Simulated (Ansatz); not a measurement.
Reaction (ligand exchange at the Si–C bond): `OCSC[SiH3]` + `N=CCF` → `FC/C=N\[SiH3]` + `CSCO`

Program: Ansatz. Geometries: PBE0-D4/def2-TZVP. ΔE: electronic, gas phase. CCSD(T)/CBS adds triple-zeta CCSD(T) − MP2 to the extrapolated MP2 energy (def2 sets, frozen cores). Functionals use def2-TZVPP. B3LYP here is the variant with VWN-RPA as its local correlation; programs differ in this. Each species was taken in one conformer, which may not be the lowest.

`OCSC[SiH3]`:

```xyz
13

O    -1.028    1.266    1.807
C    -1.362    1.025    0.470
S    -1.311   -0.714   -0.005
C     0.460   -1.034    0.215
Si    1.436   -0.500   -1.300
H    -1.603    0.725    2.358
H    -0.656    1.597   -0.133
H    -2.380    1.349    0.222
H     0.790   -0.542    1.133
H     0.566   -2.110    0.371
H     1.161    0.929   -1.604
H     2.900   -0.660   -1.073
H     1.030   -1.330   -2.461
```

`N=CCF`:

Z-matrix (Å, degrees):
```
C
C 1 1.497
F 1 1.373 2 111.2
H 1 1.096 2 110.1 3 -120.4
H 1 1.096 2 110.1 3 120.4
N 2 1.259 1 126.7 3 0.0
H 2 1.095 1 114.4 3 179.9
H 6 1.023 2 110.0 1 -0.0
```

`FC/C=N\[SiH3]`:

Z-matrix (Å, degrees):
```
C
C 1 1.500
F 1 1.371 2 112.1
H 1 1.097 2 109.5 3 120.9
H 1 1.097 2 109.5 3 -120.9
N 2 1.252 1 128.4 3 0.0
H 2 1.103 1 111.9 3 -180.0
Si 6 1.746 2 131.5 1 -0.0
H 8 1.484 6 106.3 2 180.0
H 8 1.486 6 111.8 2 62.2
H 8 1.486 6 111.8 2 -62.3
```

`CSCO`:

Z-matrix (Å, degrees):
```
C
S 1 1.799
H 1 1.090 2 107.3
H 1 1.091 2 111.0 3 119.0
H 1 1.090 2 110.4 3 -118.8
C 2 1.802 1 99.5 3 172.6
O 6 1.400 2 114.6 1 -65.4
H 6 1.097 2 104.8 1 170.7
H 6 1.091 2 109.7 1 54.3
H 7 0.963 6 107.8 2 -53.8
```

```csv
level,ΔE (eV)
r2SCAN-D4,-0.34
B3LYP-D4,-0.36
B2PLYP,-0.37
PBE,-0.28
PBE0,-0.30
MP2/def2-TZVPP,-0.32
HF/CBS(def2),-0.47
CCSD/CBS(def2),-0.32
```

Problem. What does CCSD(T)/CBS give? (Estimate.)

Solution. Ansatz gave: -0.30 eV. The listed levels differ from it by -0.04, -0.06, -0.07, 0.02, 0.00, -0.02, -0.17, -0.02 eV.

Largest T1 diagnostic among the species: 0.013.

In def2-TZVPP, CCSD(T) changes the Hartree–Fock value by +0.17 eV (the triples alone add +0.02 eV) and MP2 by +0.14 eV.
